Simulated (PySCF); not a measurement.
# Computed properties of CF, SMILES F[C]

CF, SMILES [C]F (connectivity only; charge and spin as stated), charge +1, multiplicity 1. The structure is a stationary point at PBE0-D3(BJ)/def2-TZVPD. One conformer was computed; it need not be the lowest. All values are computed for the isolated molecule unless a solvent is named; none is compared with measurement here.

**Structure.** The optimised structure has C∞v symmetry. All 1 harmonic modes at PBE0-D3(BJ)/def2-TZVPD (PySCF) are real, so it is a minimum.

**Vibrations.** The strongest infrared lines (harmonic, unscaled, degenerate partners summed) lie at 1815 cm⁻¹ (209 km/mol, C 61 %, F 39 %). The softest mode is at 1815 cm⁻¹ and the zero-point energy is 2.6 kcal/mol.

**Electronic structure.** HF/def2-TZVPD (PySCF) places the frontier levels at -26.48 and -7.41 eV, a gap of 19.07 eV and a mean polarisability of 7.9 bohr³. PBE/def2-TZVPD (PySCF) at the same geometry gives -20.11 and -13.92 eV, so its gap is 12.88 eV narrower. An orbital gap is neither the optical nor the fundamental gap.

**Excitations.** TDA-B3LYP/def2-TZVPD (PySCF) has S1 at 8.44 eV (147 nm, f = 0.254, bright); the most intense of the 10 singlets computed lies at 16.57 eV (f = 0.28). Strengths of degenerate partners are summed. T1 (TDA) is at 4.56 eV, 3.88 eV under S1. TDA-PBE/def2-TZVPD (PySCF) puts S1 at 8.47 eV. No vertical singlet excitation falls in the visible range (under 3.1 eV).

**NMR.** GIAO shifts at B3LYP/pcSseg-2 (PySCF) (non-relativistic, atoms alike by connectivity averaged): ¹³C at 238.3 ppm against TMS; ¹⁹F at 256.5 ppm against CFCl3.
